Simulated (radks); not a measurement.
Question: The table gives one normalised radial function P(r) = r R(r) (large component) of Mn21+ in [He] 2s2 (r in bohr). All-electron calculation, Dirac Kohn-Sham, exchange-only PBE, spin-unpolarised, spherical densities, finite nucleus; Fermi nuclear charge, rms radius 3.7057 fm. Program: a radial shooting solver on a logarithmic mesh with Libxc functionals.

r          P
0.004781  1.0822
0.005263  1.1751
0.005793  1.2744
0.006377  1.3802
0.007019  1.4927
0.007726  1.6117
0.008505  1.7371
0.009362  1.8687
0.01031   2.0059
0.01134   2.1480
0.01249   2.2943
0.01374   2.4435
0.01513   2.5943
0.01665   2.7449
0.01833   2.8931
0.02018   3.0367
0.02221   3.1728
0.02445   3.2982
0.02691   3.4097
0.02963   3.5034
0.03261   3.5757
0.0359    3.6226
0.03951   3.6406
0.04349   3.6262
0.04788   3.5766
0.0527    3.4901
0.05801   3.3656
0.06386   3.2037
0.07029   3.0064
0.07737   2.7774
0.08517   2.5220
0.09375   2.2471
0.1032    1.9609
0.1136    1.6725
0.125     1.3909
0.1376    1.1252
0.1515    0.8832
0.1668    0.6705
0.1836    0.4908
0.2021    0.3450
0.2224    0.2319
0.2448    0.1485
0.2695    0.0901
0.2967    0.0515
0.3266    0.0276
0.3595    0.0138
0.3957    0.0063
0.4356    0.0027
0.4794    0.0010
0.5278    0.0004
0.5809    0.0001
0.6395    0.0000
0.7039    0.0000
0.7748    0.0000
0.8529    0.0000

Which n and l does it have? It may be an empty orbital.

Answer: n = 1, l = 0: the number of nodes gives n - l - 1 = 0, the rise at small r points to l (this Dirac orbital starts outside the nucleus as r^gamma with gamma = sqrt((l + 1)^2 - (Z/c)^2) = 0.98; the j = 1/2 orbital of l + 1 starts with the same power, but with a smaller coefficient, and then steepens), and the extent must fit the shell. The curve is that of 1s1/2. 1s1/2: eigenvalue -7725.7 eV, 0 radial nodes, <r> = 0.0605 bohr, 90 % of the charge inside 0.108 bohr.
